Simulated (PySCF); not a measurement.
Ge(I)2 cation (GeI₂), SMILES [Ge]([I])[I] (connectivity only; charge and spin as stated), charge +1, multiplicity 2.

Coordinates come from a B3LYP-D3(BJ)/def2-SVP optimisation. The spin state was assumed, not searched. The isomer is the one that the SMILES or the coordinates give; other isomers of the formula were not compared. The def2 effective core potentials stand for the cores of I; spin–orbit coupling is left out.

Level of theory: PySCF 2.14.0 with B3LYP-D3(BJ)/def2-SVP.

Frequencies are harmonic and unscaled.

Question: Estimate the vibrational spectrum. (Estimate from the structure and the level; the computed values follow.)

Answer: 
| mode | ν (cm⁻¹) | IR (km/mol) | moving atoms (share of kinetic energy) |
|---|---|---|---|
| 1 | 64 | 0.3 | I 71 %, Ge 29 % |
| 2 | 201 | 3.7 | I 52 %, Ge 48 % |
| 3 | 264 | 25.3 | Ge 72 %, I 28 % |
